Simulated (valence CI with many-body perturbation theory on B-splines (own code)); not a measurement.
**Tb LI: calculated level list**

Calculated by relativistic CI+MBPT: five valence electrons over a frozen Dirac-Fock core [Ne], radial functions for each j: 9 s, 9 p, 8 d, 6 f, 3 g, 1 h, with the one-electron correlation potential Σ1, the two-electron term Σ2, the three-electron term Σ3, Breit, model QED; selected CI, second order for the rest, scaled by the run's own slope (own B-spline code, finite nucleus).

No measured spectrum was set against this ion. As an estimate, large intervals hold to a few tenths of a per cent, small ones and those within an open d or f shell to about a per cent. Among the levels kept, up to 1200 cm⁻¹ of a level comes from second order outside the variational space, and about a tenth of that is noise between levels of different J, which matters for small intervals.

Levels 1 to 35 of 35, with energies above the lowest level, (3s^2 3p1/2^2 3p3/2) J=3/2. "Leading %" is the weight of the configuration and term that name the level; weights of strongly mixed levels are sums over their largest components and can fall short, so below about 35 % the name and the second component can differ from the true leading terms, or belong to a minority configuration. In the jj column 3d3/2^4 stands for four electrons in 3d with j = 3/2. Lifetimes count E1, E2, E3, M1 and M2 decay at the calculated energies, and are blank where another channel may lead or the interval is too uncertain; long ones can be off by a factor of two.

| No. | Configuration | Term | J | E (eV) | Leading % | g | Second component | Lifetime | Leading jj |
| --- | --- | --- | --- | --- | --- | --- | --- | --- | --- |
| 1 | 3s2 3p3 | 2P° | 3/2 | 0.00 | 47 | 1.358 | 26 % 3s2 3p3 2D° |  | 3s^2 3p1/2^2 3p3/2 (99 %) |
| 2 | 3s2 3p3 | 4S° | 3/2 | 179.90 | 54 | 1.451 | 44 % 3s2 3p3 2D° | 17.1 ns | 3s^2 3p1/2 3p3/2^2 (99 %) |
| 3 | 3s2 3p3 | 2D° | 5/2 | 190.15 | 99 | 1.190 |  | 92.5 ns | 3s^2 3p1/2 3p3/2^2 (99 %) |
| 4 | 3s2 3p2 3d | 2D | 3/2 | 194.13 | 39 | 0.778 | 35 % 3s2 3p2 3d 4F | 130 ps | 3s^2 3p1/2^2 3d3/2 (98 %) |
| 5 | 3s2 3p3 | 2P° | 1/2 | 203.06 | 99 | 0.652 |  | 26.8 ns | 3s^2 3p1/2 3p3/2^2 (99 %) |
| 6 | 3s2 3p2 3d | 2D | 5/2 | 247.94 | 30 | 1.208 | 20 % 3s2 3p2 3d 4D | 9.26 ps | 3s^2 3p1/2^2 3d5/2 (95 %) |
| 7 | 3s 3p4 | 4P | 5/2 | 322.66 | 66 | 1.458 | 24 % 3s 3p4 2D | 6.49 ps | 3s 3p1/2^2 3p3/2^2 (90 %) |
| 8 | 3s 3p4 | 2P | 3/2 | 348.26 | 32 | 1.149 | 27 % 3s 3p4 2D | 2.54 ps | 3s 3p1/2^2 3p3/2^2 (71 %) |
| 9 | 3s 3p4 | 2S | 1/2 | 348.70 | 52 | 2.100 | 27 % 3s 3p4 4P | 3.71 ps | 3s 3p1/2^2 3p3/2^2 (85 %) |
| 10 | 3s2 3p2 3d | 2F | 5/2 | 372.39 | 46 | 0.956 | 46 % 3s2 3p2 3d 4F | 197 ps | 3s^2 3p1/2 3p3/2 3d3/2 (98 %) |
| 11 | 3s2 3p2 3d | 4F | 3/2 | 374.70 | 33 | 0.910 | 29 % 3s2 3p2 3d 4D | 10.1 ps | 3s^2 3p1/2 3p3/2 3d3/2 (93 %) |
| 12 | 3s2 3p2 3d | 4D | 1/2 | 374.87 | 80 | 0.207 | 14 % 3s2 3p2 3d 2P | 137 ps | 3s^2 3p1/2 3p3/2 3d3/2 (98 %) |
| 13 | 3s2 3p2 3d | 2G | 7/2 | 382.78 | 48 | 1.038 | 27 % 3s2 3p2 3d 2F | 3.50 ns | 3s^2 3p1/2 3p3/2 3d3/2 (96 %) |
| 14 | 3s2 3p3 | 2P° | 3/2 | 384.54 | 52 | 1.298 | 28 % 3s2 3p3 2D° | 7.38 ns | 3s^2 3p3/2^3 (98 %) |
| 15 | 3s2 3p2 3d | 2D | 5/2 | 407.64 | 34 | 1.186 | 24 % 3s2 3p2 3d 2F | 762 fs | 3s^2 3p1/2 3p3/2 3d3/2 (88 %) |
| 16 | 3s2 3p2 3d | 2D | 3/2 | 415.09 | 26 | 1.237 | 24 % 3s2 3p2 3d 4P | 437 fs | 3s^2 3p1/2 3p3/2 3d3/2 (78 %) |
| 17 | 3s2 3p2 3d | 2P | 1/2 | 415.25 | 38 | 1.672 | 33 % 3s2 3p2 3d 4P | 599 fs | 3s^2 3p1/2 3p3/2 3d3/2 (88 %) |
| 18 | 3s2 3p2 3d | 4D | 7/2 | 416.80 | 47 | 1.304 | 37 % 3s2 3p2 3d 4F | 1.66 ns | 3s^2 3p1/2 3p3/2 3d5/2 (99 %) |
| 19 | 3s2 3p2 3d | 2P | 3/2 | 425.16 | 43 | 1.357 | 23 % 3s2 3p2 3d 4P | 11.9 ps | 3s^2 3p1/2 3p3/2 3d5/2 (93 %) |
| 20 | 3s2 3p2 3d | 2G | 9/2 | 427.87 | 60 | 1.189 | 39 % 3s2 3p2 3d 4F | 1.22 μs | 3s^2 3p1/2 3p3/2 3d5/2 (99 %) |
| 21 | 3s2 3p2 3d | 2F | 5/2 | 428.92 | 32 | 1.134 | 28 % 3s2 3p2 3d 2D | 10.8 ps | 3s^2 3p1/2 3p3/2 3d5/2 (92 %) |
| 22 | 3s2 3p2 3d | 2F | 7/2 | 448.48 | 56 | 1.113 | 21 % 3s2 3p2 3d 2G | 3.76 ps | 3s^2 3p1/2 3p3/2 3d5/2 (94 %) |
| 23 | 3s2 3p2 3d | 2D | 5/2 | 449.02 | 40 | 1.253 | 31 % 3s2 3p2 3d 4P | 2.10 ps | 3s^2 3p1/2 3p3/2 3d5/2 (90 %) |
| 24 | 3s2 3p2 3d | 2D | 3/2 | 455.73 | 61 | 0.929 | 19 % 3s2 3p2 3d 2P | 4.60 ps | 3s^2 3p1/2 3p3/2 3d5/2 (95 %) |
| 25 | 3s2 3p2 3d | 2P | 1/2 | 458.78 | 53 | 1.244 | 35 % 3s2 3p2 3d 2S | 3.22 ps | 3s^2 3p1/2 3p3/2 3d5/2 (93 %) |
| 26 | 3s 3p3 3d | 4D° | 5/2 | 511.84 | 28 | 1.279 | 22 % 3s 3p3 3d 6D° | 37.2 ps | 3s 3p1/2^2 3p3/2 3d3/2 (93 %) |
| 27 | 3s 3p3 3d | 6D° | 3/2 | 513.76 | 27 | 1.289 | 19 % 3s 3p3 3d 4D° | 20.7 ps | 3s 3p1/2^2 3p3/2 3d3/2 (94 %) |
| 28 | 3s 3p4 | 4P | 3/2 | 514.44 | 64 | 1.459 | 19 % 3s 3p4 2D | 2.03 ps | 3s 3p1/2 3p3/2^3 (84 %) |
| 29 | 3s 3p3 3d | 4P° | 1/2 | 515.24 | 43 | 2.469 | 34 % 3s 3p3 3d 6D° | 39.8 ps | 3s 3p1/2^2 3p3/2 3d3/2 (94 %) |
| 30 | 3s 3p3 3d | 4F° | 7/2 | 519.86 | 24 | 1.282 | 21 % 3s 3p3 3d 6D° | 41.4 ps | 3s 3p1/2^2 3p3/2 3d3/2 (88 %) |
| 31 | 3s 3p4 | 2D | 5/2 | 528.63 | 63 | 1.286 | 21 % 3s 3p4 4P | 2.08 ps | 3s 3p1/2 3p3/2^3 (83 %) |
| 32 | 3s 3p3 3d | 2D° | 3/2 | 535.55 | 25 | 0.998 | 15 % 3s 3p3 3d 4F° | 3.76 ps | 3s 3p1/2^2 3p3/2 3d3/2 (79 %) |
| 33 | 3s 3p4 | 2P | 1/2 | 546.04 | 45 | 1.356 | 28 % 3s 3p4 4P | 1.04 ps | 3s 3p1/2 3p3/2^3 (74 %) |
| 34 | 3s 3p3 3d | 4G° | 5/2 | 547.34 | 24 | 0.876 | 20 % 3s 3p3 3d 2F° | 1.99 ps | 3s 3p1/2^2 3p3/2 3d3/2 (82 %) |
| 35 | 3s 3p4 | 2P | 3/2 | 548.04 | 42 | 1.133 | 26 % 3s 3p4 2D | 924 fs | 3s 3p1/2 3p3/2^3 (76 %) |

The ionisation energy to 3s2 3p2 3P_0 of the next ion comes out as 4462.6 eV (NIST: 4460 ± 4 eV (theoretical)). All 35 levels together are meant to be complete up to 549.77 eV.
